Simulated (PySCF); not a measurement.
**MB for M along group 15**

MP2 with triple-zeta basis sets in PySCF, for the lowest determinant that a PBE0 search found; no spin–orbit coupling. De refers to high-spin ground-configuration atoms.

```csv
M,basis,"reference, frozen orbitals",state (unpaired electrons),Re (Å),ωe (cm⁻¹),De (eV)
P,x2c-TZVPPall,"ROHF, 6","triplet (σ ↑, π ↑)",1.744,976,3.24
As,x2c-TZVPPall,"ROHF, 10","triplet (σ ↑, π ↑)",1.846,831,2.83
Sb,x2c-TZVPPall,"ROHF, 19","triplet (σ ↑, π ↑)",2.045,724,2.23
```

The shortest bond is that of BP (1.744 Å), the longest that of BSb (2.045 Å). BP is bound most strongly (3.24 eV) and BSb least (2.23 eV).

Down a group the atoms grow and get heavier, so bonds lengthen and wavenumbers fall; this series shows no clear exception.

Correlated steps freeze the inner cores (6 to 19 orbitals); shallow outer-core shells are correlated. Spin–orbit coupling is left out, which matters for elements this heavy, above all for dissociation energies. States were picked by a PBE0 search and need not be the measured ground states.
